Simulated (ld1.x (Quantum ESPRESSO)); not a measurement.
**Cd (Z = 48): one change to a TM potential, before and after**

```json
{
  "Element": "Cd (Z = 48)",
  "Generator": "ld1.x (Quantum ESPRESSO) 7.5",
  "Type": "norm-conserving Troullier–Martins (Kleinman–Bylander form)",
  "Functional": "PBEsol",
  "Relativity": "fully relativistic",
  "Frozen core": "[Kr]",
  "Valence charge": "12",
  "Reference configuration": "4d10 5s1.75 5p0.25",
  "Partial waves": "5s (bound): rc 2.40 bohr; 4d (bound): rc 1.75 bohr; 5p (bound): rc 2.25 bohr",
  "Local potential": "the p channel",
  "Core correction": "none"
}
```

Open shells are filled in proportion to 2j + 1 (rel_dist='average').

All-electron outer shells of the reference configuration (PBEsol, scalar-relativistic, ld1.x):

```tsv
shell	level (eV)	outermost node (bohr)	outermost maximum (bohr)
4s	-106.34	0.43	0.79
4p	-67.43	0.43	0.84
4d	-12.25	0.42	0.98
5s	-6.05	1.06	2.32
5p	-1.41	1.20	3.25
```

Change: wave 5p (bound): rc 2.25 bohr becomes 5p (bound): rc 1.48 bohr.

Cutoffs: the cutoffs (Ry, on a coarse ladder) from which the occupation-weighted sum of valence levels, in a spherical-Bessel basis at the reference potential, stays within 10 and 1 mRy of its value at 400 Ry; they do not see the model core or the augmentation charge, which bear on the density cutoff. Errors are all-electron minus pseudo energies relative to the spin-unpolarised reference configuration.

Question: How do hardness, ghosts and transferability respond?

Answer: The potential gets neither clearly harder nor softer (70 Ry and 110 Ry → 70 Ry and 110 Ry); both files keep a bound ghost (s); of the 7 tests that both files solve, the error grows in 5 and shrinks in 1 by more than 15 % and 0.3 meV (median size 5.1 → 46.8 meV); the range in which the s phases agree widens (upper end -0.2 → 2.5). In the base the local p channel has no projectors, so it cannot carry the spin–orbit splitting, and the file is wrong for that shell. In the changed file the local p channel has no projectors, so it cannot carry the spin–orbit splitting, and the file is wrong for that shell.

```csv
quantity,base,changed
"cutoff, loose",70 Ry,70 Ry
"cutoff, tight",110 Ry,110 Ry
loose cutoff by channel (10 mRy a level),"s 6 Ry, d 55 Ry, p 6 Ry","s 8 Ry, d 55 Ry, p 25 Ry"
bound ghosts,s,s
"largest miss of a reference level, eV",0.13,0.15
"error for 4d10 5s2 5p0, meV [ΔE -1.15 eV]",+1.9,+4.6
"error for 4d10 5s1 5p0, meV [ΔE 8.16 eV]",+20,+22
"error for 4d10 5s0 5p0, meV [ΔE 25.26 eV]",+0.4,+47
"error for 4d10 5s1.5 5p0, meV [ΔE 2.58 eV]",+5.0,+13
"error for 4d10 5s0 5p2, meV [ΔE 8.60 eV]",-12,-129
"error for 4d10 5s0 5p1, meV [ΔE 14.00 eV]",-5.1,-117
"error for 4d9 5s2 5p0, meV [ΔE 16.83 eV]",+587,-106
s: phases at 2.61 bohr within 0.05 rad from the reference energy up to (Ry; the scan ends near 5),-0.2,2.5
p1/2: phases at 2.61 bohr within 0.05 rad from the reference energy up to (Ry; the scan ends near 5),n/a,n/a
p3/2: phases at 2.61 bohr within 0.05 rad from the reference energy up to (Ry; the scan ends near 5),0.0,0.3
d3/2: phases at 2.61 bohr within 0.05 rad from the reference energy up to (Ry; the scan ends near 5),0.4,0.8
d5/2: phases at 2.61 bohr within 0.05 rad from the reference energy up to (Ry; the scan ends near 5),0.4,0.8
```

Changed file: These tests converged, but a pseudo level misses the all-electron one widely, so the file describes the atom poorly there or has found another state: 4d9 5s2 5p0: empty 5p by 2.3 eV (a node warning on the way). A true bound ghost makes a file unfit for plane-wave use even where its test errors are small: the radial tests pick states by their node count and pass the ghost by.
